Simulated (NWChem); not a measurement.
System: BiHF₂; SMILES [BiH]([F])[F]

NWChem printed, in part:

```
             Northwest Computational Chemistry Package (NWChem) 7.3.0
             --------------------------------------------------------

 CS  symmetry detected

                             Geometry "geometry" -> ""
                             -------------------------

 Output coordinates in angstroms (scale by  1.889725989 to convert to a.u.)

  No.       Tag          Charge          X              Y              Z
 ---- ---------------- ---------- -------------- -------------- --------------
    1 Bi                  83.0000    -0.23675918     0.02057003     0.00000000
    2 H                    1.0000    -0.41675584    -1.78651445     0.00000000
    3 F                    9.0000     1.11487599     0.00440009    -1.51381300
    4 F                    9.0000     1.11487599     0.00440009     1.51381300

 Effective nuclear repulsion energy (a.u.)     431.2962649112

      Symmetry information
      --------------------

 Group name             Cs
 Group number              2
 Group order               2
 No. of unique centers     3

                                Z-matrix (autoz)
                                --------

 Units are Angstrom for bonds and degrees for angles

      Type          Name      I     J     K     L     M      Value
      ----------- --------  ----- ----- ----- ----- ----- ----------
    1 Stretch                  1     2                       1.81603
    2 Stretch                  1     3                       2.02948
    3 Stretch                  1     4                       2.02948
    4 Bend                     2     1     3                93.32976
    5 Bend                     2     1     4                93.32976
    6 Bend                     3     1     4                96.47464
    7 Torsion                  2     1     3     4         -93.73588
    8 Torsion                  2     1     4     3          93.73588
    9 Torsion                  3     1     2     4          96.69189
   10 Torsion                  2     4     1     3         -93.73588
   11 Torsion                  3     2     1     4         -96.69189
   12 Torsion                  2     3     1     4          93.73588

                           NWChem Geometry Optimization
                           ----------------------------

[...]

      ----------------------
      Optimization converged
      ----------------------

  Step       Energy      Delta E   Gmax     Grms     Xrms     Xmax
  ---- ---------------- -------- -------- -------- -------- --------
@    4    -413.22911348 -2.5D-09  0.00000  0.00000  0.00006  0.00011
                                     ok       ok       ok       ok

                                Z-matrix (autoz)
                                --------

 Units are Angstrom for bonds and degrees for angles

      Type          Name      I     J     K     L     M      Value     Gradient
      ----------- --------  ----- ----- ----- ----- ----- ---------- ----------
    1 Stretch                  1     2                       1.83398    0.00000
    2 Stretch                  1     3                       2.02550    0.00000
    3 Stretch                  1     4                       2.02550    0.00000
    4 Bend                     2     1     3                93.67385   -0.00000
    5 Bend                     2     1     4                93.67385   -0.00000
    6 Bend                     3     1     4                96.49064    0.00000
    7 Torsion                  2     1     3     4         -94.12474    0.00000
    8 Torsion                  2     1     4     3          94.12474   -0.00000
    9 Torsion                  3     1     2     4          96.75533    0.00000
   10 Torsion                  2     4     1     3         -94.12474    0.00000
   11 Torsion                  3     2     1     4         -96.75533   -0.00000
   12 Torsion                  2     3     1     4          94.12474   -0.00000

                         Geometry "geometry" -> "geometry"
                         ---------------------------------

[...]

 Rotational Constants
 --------------------
 A=   0.271944 cm-1  (  0.391258 K)
 B=   0.187120 cm-1  (  0.269218 K)
 C=   0.115933 cm-1  (  0.166799 K)

 Temperature                      =   298.15K
 frequency scaling parameter      =   1.0000

 Zero-Point correction to Energy  =    6.011 kcal/mol  (  0.009579 au)
 Thermal correction to Energy     =    8.602 kcal/mol  (  0.013708 au)
 Thermal correction to Enthalpy   =    9.194 kcal/mol  (  0.014652 au)

 Total Entropy                    =   71.917 cal/mol-K
   - Translational                =   42.406 cal/mol-K (mol. weight = 247.9850)
   - Rotational                   =   25.106 cal/mol-K (symmetry #  =        1)
   - Vibrational                  =    4.405 cal/mol-K

 Cv (constant volume heat capacity) =   12.160 cal/mol-K
   - Translational                  =    2.979 cal/mol-K
   - Rotational                     =    2.979 cal/mol-K
   - Vibrational                    =    6.201 cal/mol-K

[normal modes left out]

 ----------------------------------------------------------------------------
 Normal Eigenvalue ||           Projected Infra Red Intensities
  Mode   [cm**-1]  || [atomic units] [(debye/angs)**2] [(KM/mol)] [arbitrary]
 ------ ---------- || -------------- ----------------- ---------- -----------
    1       -0.000 ||    0.000006           0.000         0.006       0.002
    2       -0.000 ||    0.004792           0.111         4.672       1.374
    3       -0.000 ||    0.004848           0.112         4.726       1.390
    4        0.000 ||    0.003214           0.074         3.133       0.922
    5        0.000 ||    0.001617           0.037         1.576       0.464
    6        0.000 ||    0.001390           0.032         1.355       0.399
    7      166.905 ||    0.006875           0.159         6.702       1.972
    8      565.895 ||    0.002973           0.069         2.899       0.853
    9      576.311 ||    0.012874           0.297        12.551       3.692
   10      589.082 ||    0.072667           1.676        70.839      20.839
   11      594.721 ||    0.045374           1.047        44.233      13.012
   12     1713.754 ||    0.261810           6.040       255.226      75.082
 ----------------------------------------------------------------------------
```

Level: LDA (Slater exchange, VWN5)/def2-SVP with def2 effective core potentials on Bi. def2 effective core potentials on Bi; no spin-orbit coupling.

### Question
Write an input that gives this output.

### Answer
This is not unique; one that fits is the input that was run:
```
start job
memory heap 200 mb stack 900 mb global 1100 mb
geometry units angstroms
  Bi    -0.194272     0.009933     0.000000
  H     -0.303830    -1.802786     0.000000
  F      1.156969     0.046359     1.513813
  F      1.156969     0.046359    -1.513813
end
basis spherical
  * library def2-svp
end
ecp
  Bi library def2-ecp
end
dft
  xc slater vwn_5
  iterations 150
end
driver
  maxiter 120
end
task dft optimize
dft
  grid fine
  convergence energy 1d-8 density 1d-7
end
task dft freq numerical
```
